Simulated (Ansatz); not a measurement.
Basis-set extrapolation for `CC(C)OB(O)Cl` (PBE0-D4/def2-TZVP geometry, frozen core, Ansatz 0.2.0). Multiplicity 1, RHF reference.

```tsv
	def2-TZVPP	def2-QZVPP
HF	-752.468188	-752.494650
MP2 correlation	-1.281034	-1.378430
CCSD(T) correlation	-1.387028	not run
```

Energies in hartree. Use E(X) = E(∞) + A·exp(−7.88·√X) for Hartree–Fock and E(X) = E(∞) + B·X^(−2.97) for correlation, with X = 3 and 4, and add CCSD(T) minus MP2 of the smaller set to the MP2 limit.

What is the CCSD(T) energy at the basis-set limit?

HF limit: -752.494650 + (-0.026462) × 0.13774 = -752.49829. MP2 limit: -1.378430 + (-0.097396) × 0.74074 = -1.45058. Higher-order term: -1.387028 − (-1.281034) = -0.10599. Total: -754.05486 hartree, 524.2 kJ/mol below CCSD(T)/def2-TZVPP.
